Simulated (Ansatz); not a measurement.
Mulliken charges of AlH4SbSi (`[AlH]1[SiH2][SbH]1`) from PBE/def2-TZVPP in Ansatz (PBE0-D4/def2-TZVP geometry).

```
atom   x (Å)   y (Å)   z (Å)  charge (e)
 Al1  -0.895  -0.711  -0.620       0.220
 Si2   0.194   1.109   0.398      -0.071
 Sb3   1.689  -0.852  -0.514       0.085
  H4  -2.159  -1.576  -0.997      -0.072
  H5   0.353   1.489   1.828      -0.047
  H6   0.463   2.285  -0.471      -0.043
  H7   0.416  -1.811   0.329      -0.072
```

By hand: the dipole of these point charges (1 e Å = 4.8032 D).

Σ q r = (0.022, -0.232, -0.226) e Å, of length 0.325 e Å = 1.56 D.

How does the dipole of the full density compare? (An estimate is asked.)

The calculation gave: (-0.050, -0.039, -0.091) e Å, 0.53 D; the point charges give 2.94 times that, at 38° from its direction.

Point charges leave out the atoms' own dipoles, such as those of lone pairs, and Mulliken's split depends on the basis, so the two needn't agree.
